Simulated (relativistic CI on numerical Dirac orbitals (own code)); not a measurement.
# What each ingredient does to the levels of Nd XLVI

Base calculation: Dirac-Coulomb-Breit CI, orbitals from a KLI potential per configuration, QED by a radiative potential, unscaled Slater integrals.

Configurations in the expansion (outside the closed core [Ne]): 3s2 3p3, 3s 3p4, 3s2 3p2 3d, 3p5, 3s 3p3 3d, 3p4 3d, 3s 3p2 3d2, 3s2 3p 3d 4p, 3p4 4s, 3s 3p2 3d 4s, 3p4 4p, 3s2 3p2 4s, 3s2 3p 3d2, 3s2 3d3, 3s 3p 3d3, 3s2 3d2 4s, 3p3 3d2, 3p2 3d3, 3p2 3d2 4s, 3s2 3p 3d 4s, 3s 3p 3d2 4s, 3s2 3d 4s2, 3s 3p2 3d 4p, 3s 3p 3d2 4p, 3p2 3d2 4p, 3s 3p 3d 4s 4p. Double excitations out of closed p, d and f shells are left out; levels of such configurations are missing from the list, as are those of other unlisted configurations, and high levels can miss mixing partners.

Variants: (1) one mean potential for all configurations. Shifts of the energy above 3s2 3p3 2P°_3/2, in eV, for the lowest level and the first level of each name with at least 55 % of one term (blank where a level changes its place among those of its configuration and J or its character, or is not in the variant):

| Level | Base | Δ(1) |
| --- | --- | --- |
| 3s2 3p3 2P°_3/2 | 0.000 | 0.000 |
| 3s2 3p3 2D°_5/2 | 130.261 | +0.015 |
| 3s2 3p3 2P°_1/2 | 141.951 | +0.012 |
| 3s 3p4 4P_5/2 | 248.369 | +0.104 |
| 3s2 3p2 3d 4D_1/2 | 296.669 | -0.022 |
| 3s2 3p2 3d 2G_9/2 | 335.303 | -0.030 |
| 3s 3p4 2D_5/2 | 393.915 | +0.097 |
| 3s2 3p2 3d 4F_9/2 | 460.682 | -0.029 |

At this charge energies of transitions that change n are usually good to better than 1 %, and those within a shell (Δn = 0) to a few per cent.

Ionisation energy from the two ground configurations alone: base 3662.18 eV. The NIST ASD value (theoretical) is 3662 eV.

LS names give the leading component of a level, which can be under half, so a name can repeat, a term be missing and a line seem to break the LS rules.
